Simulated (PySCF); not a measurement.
Two species compared at the same levels of theory.

First species: C8H11OP.
SMILES with atom numbers: `[CH2:1]=[CH:2][CH2:3][p:4]1[cH:5][cH:6][c:7]([O:8][CH3:9])[cH:10]1` (hydrogens: H11, H12 on C1; H13 on C2; H14, H15 on C3; H16 on C5; H17 on C6; H18, H19, H20 on C9; H21 on C10)

Structure used (GFN2-xTB), in Å, numbered top down from 1:
```
atom  x, y, z in Å
C1    -3.718    0.466   -0.143
C2    -3.028   -0.657   -0.236
C3    -1.619   -0.731   -0.703
P4    -0.487   -1.149    0.746
C5    -0.435    0.463    1.560
C6     0.763    1.044    1.404
C7     1.657    0.314    0.525
O8     2.883    0.846    0.307
C9     3.742    0.126   -0.543
C10    1.118   -0.814    0.007
H11   -4.735    0.484    0.210
H12   -3.291    1.415   -0.423
H13   -3.471   -1.600    0.057
H14   -1.488   -1.543   -1.423
H15   -1.286    0.211   -1.142
H16   -1.236    0.836    2.175
H17    1.078    1.975    1.847
H18    3.925   -0.882   -0.157
H19    3.327    0.051   -1.554
H20    4.677    0.681   -0.573
H21    1.616   -1.519   -0.634
```

Second species: C8H11OP.
Bonds: C1–C2, C2–C3 (triple), C3–P4, P4–C5, C5–C6, C6–C7, C7–O8 (double), C7–C9, C9–C10, P4–C10. Hydrogens: H11, H12, H13 on C1; H14, H15 on C5; H16, H17 on C6; H18, H19 on C9; H20, H21 on C10.

Levels: PBE0/pcSseg-1 for HOMO energy, LUMO energy and HOMO–LUMO gap. Geometries: GFN2-xTB. Each structure is a single optimised conformer of the isolated species, non-relativistic unless stated; the electronic structure was computed with PySCF and density fitting.

The conformers computed, where there is a choice (atom-mapped SMILES and torsion angles):
- `[CH2:1]=[CH:2][CH2:3][p:4]1[cH:5][cH:6][c:7]([O:8][CH3:9])[cH:10]1`: C1–C2–C3–P4 109°, C2–C3–P4–C5 -77°, C6–C7–O8–C9 180°

The conformers of `CC#CP1CCC(=O)CC1` aren't listed.

Values for the first species:

```
HOMO energy   : -6.26 eV
LUMO energy   : -1.06 eV
HOMO–LUMO gap : 5.20 eV
```

(1) Estimate the same properties for the second species, and the change in each.

## Answers

(1) 
| property | first | second | second less first |
| --- | --- | --- | --- |
| HOMO energy | -6.26 eV | -6.79 eV | -0.53 eV |
| LUMO energy | -1.06 eV | -0.50 eV | +0.56 eV |
| HOMO–LUMO gap | 5.20 eV | 6.29 eV | +1.09 eV |

